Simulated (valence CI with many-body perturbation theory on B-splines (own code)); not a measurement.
# P9+: calculated level list

Calculated by valence CI with perturbative core correlation (CI+MBPT): four valence electrons over a frozen Dirac-Fock core [He], radial functions for each j: 11 s, 11 p, 10 d, 8 f, 5 g, 2 h, with the one-electron correlation potential Σ1, the two-electron term Σ2, the three-electron term Σ3, Breit, model QED; selected CI, second order for the rest, scaled by the run's own slope (own B-spline code, finite nucleus).

No measured levels were compared; by estimate levels of excited configurations hold to 0.05 to 0.15 % of their energy, terms of the ground configuration to about 0.5 %. Among the levels kept, up to 940 cm⁻¹ of a level comes from second order outside the variational space, and about a tenth of that is noise between levels of different J, which matters for small intervals.

Levels 46 to 90 of 176, with energies above the lowest level, 2s²2p² ³P_0. "Leading %" is the weight of the configuration and term that name the level; weights of strongly mixed levels are sums over their largest components and can fall short. In the jj column 3d3/2^4 stands for four electrons in 3d with j = 3/2.

```csv
No.,Configuration,Term,J,E (cm⁻¹),Leading %,Second component,Leading jj,g
46,2s²2p3d,³P°,1,2173400,86,8 % 2s²2p3d ³D°,2s^2 2p3/2 3d3/2 (76 %),1.411
47,2s²2p3d,³P°,0,2174300,95,,2s^2 2p3/2 3d3/2 (95 %),
48,2s2p²3s,³P,0,2180900,91,7 % 2s²2p3p ³P,2s 2p1/2^2 3s (43 %),
49,2s2p²3s,³P,1,2183600,91,7 % 2s²2p3p ³P,2s 2p1/2 2p3/2 3s (74 %),1.500
50,2s2p²3s,³P,2,2188500,91,7 % 2s²2p3p ³P,2s 2p3/2^2 3s (53 %),1.499
51,2s²2p3d,¹F°,3,2197800,94,,2s^2 2p3/2 3d3/2 (41 %),1.002
52,2s²2p3d,¹P°,1,2198400,93,,2s^2 2p3/2 3d5/2 (69 %),0.998
53,2s2p²3p,³S°,1,2216900,94,,2s 2p1/2 2p3/2 3p1/2 (28 %),2.005
54,2s2p²3p,⁵D°,0,2222200,99,,2s 2p1/2^2 3p1/2 (41 %),
55,2s2p²3p,⁵D°,1,2223200,98,,2s 2p1/2 2p3/2 3p1/2 (41 %),1.510
56,2s2p²3p,⁵D°,2,2225100,97,,2s 2p1/2 2p3/2 3p1/2 (44 %),1.507
57,2s2p²3p,⁵D°,3,2228000,98,,2s 2p1/2 2p3/2 3p3/2 (64 %),1.503
58,2s2p²3p,⁵D°,4,2231900,99,,2s 2p3/2^2 3p3/2 (63 %),1.500
59,2s2p²3p,⁵P°,1,2235100,97,,2s 2p1/2 2p3/2 3p1/2 (41 %),2.484
60,2s2p²3p,⁵P°,2,2236400,97,,2s 2p1/2 2p3/2 3p3/2 (29 %),1.826
61,2s2p²3p,⁵P°,3,2239300,97,,2s 2p1/2 2p3/2 3p3/2 (38 %),1.660
62,2s2p²3p,³D°,1,2256400,98,,2s 2p1/2 2p3/2 3p3/2 (47 %),0.507
63,2s2p²3p,³D°,2,2258900,97,,2s 2p1/2 2p3/2 3p3/2 (50 %),1.171
64,2s2p²3p,³D°,3,2262800,97,,2s 2p3/2^2 3p3/2 (43 %),1.336
65,2s2p²3p,⁵S°,2,2267300,98,,2s 2p1/2 2p3/2 3p3/2 (32 %),1.998
66,2s2p²3p,³P°,0,2274200,99,,2s 2p1/2 2p3/2 3p3/2 (70 %),
67,2s2p²3p,³P°,1,2275300,97,,2s 2p1/2 2p3/2 3p3/2 (39 %),1.495
68,2s2p²3p,³P°,2,2276900,97,,2s 2p1/2 2p3/2 3p3/2 (37 %),1.498
69,2s2p²3s,³D,1,2279700,97,,2s 2p1/2 2p3/2 3s (67 %),0.499
70,2s2p²3s,³D,2,2279700,97,,2s 2p1/2 2p3/2 3s (64 %),1.167
71,2s2p²3s,³D,3,2279700,97,,2s 2p1/2 2p3/2 3s (61 %),1.333
72,2s2p²3s,¹D,2,2308700,97,,2s 2p1/2 2p3/2 3s (64 %),1.000
73,2s2p²3d,⁵F,1,2313200,99,,2s 2p1/2 2p3/2 3d3/2 (40 %),0.008
74,2s2p²3d,⁵F,2,2314200,98,,2s 2p1/2 2p3/2 3d3/2 (46 %),1.008
75,2s2p²3d,⁵F,3,2315700,97,,2s 2p1/2 2p3/2 3d3/2 (41 %),1.257
76,2s2p²3d,⁵F,4,2317900,97,,2s 2p1/2 2p3/2 3d5/2 (60 %),1.353
77,2s2p²3d,⁵F,5,2320800,99,,2s 2p3/2^2 3d5/2 (63 %),1.400
78,2s2p²3d,⁵D,0,2329100,99,,2s 2p1/2 2p3/2 3d3/2 (85 %),
79,2s2p²3d,⁵D,1,2329200,97,,2s 2p1/2 2p3/2 3d3/2 (65 %),1.501
80,2s2p²3d,⁵D,2,2329600,94,,2s 2p1/2 2p3/2 3d3/2 (35 %),1.501
81,2s2p²3d,⁵D,3,2330300,91,5 % 2s2p²3d ⁵P,2s 2p1/2 2p3/2 3d5/2 (28 %),1.502
82,2s2p²3d,⁵D,4,2332100,97,,2s 2p1/2 2p3/2 3d5/2 (47 %),1.496
83,2s2p²3d,⁵P,3,2343000,93,5 % 2s2p²3d ⁵D,2s 2p1/2 2p3/2 3d5/2 (44 %),1.658
84,2s2p²3d,⁵P,2,2344500,48,46 % 2s2p²3d ³P,2s 2p1/2 2p3/2 3d3/2 (48 %),1.661
85,2s2p²3d,³P,2,2345400,50,47 % 2s2p²3d ⁵P,2s 2p1/2 2p3/2 3d5/2 (51 %),1.660
86,2s2p²3d,⁵P,1,2346000,95,,2s 2p3/2^2 3d3/2 (55 %),2.472
87,2s2p²3d,³P,1,2348400,95,,2s 2p3/2^2 3d5/2 (45 %),1.515
88,2s2p²3d,³P,0,2350100,97,,2s 2p3/2^2 3d5/2 (65 %),
89,2s2p²3d,³F,2,2358000,99,,2s 2p1/2 2p3/2 3d5/2 (47 %),0.668
90,2s2p²3d,³F,3,2360700,99,,2s 2p1/2 2p3/2 3d5/2 (39 %),1.084
```

Names give the largest LS component (configuration and term), which can be under half, so a name can repeat, a term be missing and a line seem to break the LS rules; names also repeat where a configuration has a term twice.

Where two levels of one J and parity lie close, their mixing, g and order are uncertain.
